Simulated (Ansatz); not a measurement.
(HCd-mu-NH2)2 (Cd2N2H6): single points at one geometry.

```yaml
crystal:
  periodic: [false, false, false]
  atoms:
    - {symbol: Cd, position_ang: [1.362037, 0.140970, 1.006115]}
    - {symbol: H, position_ang: [2.644219, 0.207835, 2.103951]}
    - {symbol: N, position_ang: [0.569567, -1.212905, -0.614972]}
    - {symbol: Cd, position_ang: [-1.477953, -0.282950, -0.789238]}
    - {symbol: H, position_ang: [-2.990129, -0.631657, -1.456643]}
    - {symbol: N, position_ang: [-0.491553, 1.308521, 0.468979]}
    - {symbol: H, position_ang: [0.592560, -2.223752, -0.412795]}
    - {symbol: H, position_ang: [1.111190, -1.133699, -1.490546]}
    - {symbol: H, position_ang: [-0.274365, 2.158750, -0.075266]}
    - {symbol: H, position_ang: [-1.045572, 1.668886, 1.260426]}
basis:
  gaussian: {orbitals: def2-TZVPD, initial_orbitals: start.molden}
hamiltonian: {xc: pbe, dispersion: d4}
scf: {omitted_lower_state_checks: [starts]}
output: {orbitals: {seedname: orbitals}}
```

The file start.molden holds the orbitals of an earlier run on this structure, at another level or in another basis.

```sh
$ ansatz run in.yaml --threads 4 --pin off --events-out ev --progress --plain --max-ram 3916MiB
```

Shortened log:

```
Functional definition: PBE
1402 factors; their error is unknown
mean field evaluation 1: about -12205.7326 eV, gradient 9.6e0 eV
mean field evaluation 2: about -12205.9384 eV, gradient 2.0e-1 eV
mean field evaluation 4: about -12205.9189 eV, gradient 6.1e-4 eV
mean field -12205.91894509 eV, -448.5592477630 hartree, gradient 1.1e-5 eV, S^2 0.000000; 0 other end points of the search recorded, 0 dependent functions left out
reference -12205.91900130 eV, -448.5592498288 hartree; 30, 30 occupied and 178, 178 virtual orbitals, 1402 factors
Total energy: -12206.17281024 eV, -448.5685771354 hartree
Checks for a lower state left out: starts
```

It took 2.1 s on 4 threads of Arm Neoverse V2 on a shared host.

As the first input, with `gaussian: {orbitals: def2-TZVP, initial_orbitals: start.molden}`, `hamiltonian: {xc: r2scan, dispersion: d4}` (abridged; 3.6 s):

```
Functional definition: r2SCAN
mean field -12211.02795894 eV, -448.7470005590 hartree, gradient 8.8e-6 eV, S^2 0.000000
Total energy: -12211.08785646 eV, -448.7492017524 hartree
Checks for a lower state left out: starts
```

The first input with `gaussian: {orbitals: def2-TZVP, initial_orbitals: start.molden}`, `hamiltonian: {xc: {name: B97M-V}}` (abridged; 7.5 s):

```
Functional definition: B97M-V
mean field -12208.81003910 eV, -448.6654935084 hartree, gradient 2.1e-5 eV, S^2 0.000000
Total energy: -12208.81011924 eV, -448.6654964535 hartree
Checks for a lower state left out: starts
```

First input, but with `hamiltonian: {xc: pbe0, dispersion: d4}` (abridged; 2.8 s):

```
Functional definition: PBE0
mean field -12205.55022473 eV, -448.5456975398 hartree, gradient 2.4e-5 eV, S^2 0.000000
Total energy: -12205.76555359 eV, -448.5536107295 hartree
Checks for a lower state left out: starts
```

The first input with `gaussian: {orbitals: def2-TZVP, initial_orbitals: start.molden}`, `hamiltonian: {xc: pbe0, dispersion: d4}` (abridged; 2.2 s):

```
Functional definition: PBE0
mean field -12205.51008418 eV, -448.5442224016 hartree, gradient 2.1e-5 eV, S^2 0.000000
Total energy: -12205.72541110 eV, -448.5521355202 hartree
Checks for a lower state left out: starts
```

First input, but with `gaussian: {orbitals: def2-SVP, initial_orbitals: start.molden}`, `hamiltonian: {xc: pbe0, dispersion: d4}` (abridged; 1.4 s):

```
Functional definition: PBE0
mean field -12199.83043337 eV, -448.3354990843 hartree, gradient 6.7e-6 eV, S^2 0.000000
Total energy: -12200.04576213 eV, -448.3434122704 hartree
Checks for a lower state left out: starts
```

The first input with `gaussian: {orbitals: def2-TZVP, initial_orbitals: start.molden}`, `hamiltonian: {xc: {name: revPBE}, dispersion: d4}` (abridged; 1.8 s):

```
Functional definition: revPBE
mean field -12211.23922879 eV, -448.7547645829 hartree, gradient 2.1e-5 eV, S^2 0.000000
Total energy: -12211.94268723 eV, -448.7806162035 hartree
Checks for a lower state left out: starts
```

Geometry: PBE-D4/def2-SVP.

In the def2 sets Cd takes a core potential; there is no spin–orbit coupling.
